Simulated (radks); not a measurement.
The cerium ion Ce4+, configuration [Xe].

All-electron calculation, scalar-relativistic Kohn-Sham, SCAN, spin-unpolarised, spherical densities, finite nucleus; meta-GGA in the generalised Kohn-Sham scheme; Fermi nuclear charge, rms radius 4.8771 fm. Program: a radial shooting solver on a logarithmic mesh with Libxc functionals.

Energy parts (hartree):
part                       energy
total                  -8858.9360
kinetic                 9389.7467
electron-nucleus      -21370.1496
Hartree                 3330.3888
exchange-correlation    -208.9220

Orbitals (lengths in bohr, moments of r in powers of bohr; <r^-3> diverges for s and p1/2; r(max) is where P^2 peaks):
orbital  occ.  eigenvalue (hartree)      <r>  <r^-3>   <1/r>   r(max)
1s          2             -1483.796  0.02457       -   63.34  0.01574
2s          2             -239.6989   0.1052       -   14.62  0.08897
2p          6             -214.6962  0.09237    7973   13.83  0.07170
3s          2             -53.25498   0.2781       -   5.316   0.2542
3p          6             -45.24101   0.2764    1601   5.025   0.2490
3d         10             -33.88219   0.2537   218.4   4.758   0.2056
4s          2             -12.18755   0.6354       -   2.214   0.5923
4p          6              -9.54491   0.6717   345.1   2.047   0.6178
4d         10              -5.73192   0.7375   39.36   1.793   0.6494
5s          2              -2.93957    1.466       -  0.9027    1.350
5p          6              -2.22817    1.641   58.33  0.7971    1.491

The highest occupied level is 5p at -60.631 eV. The density falls to 0.001 e/bohr^3 at r = 3.29 bohr.
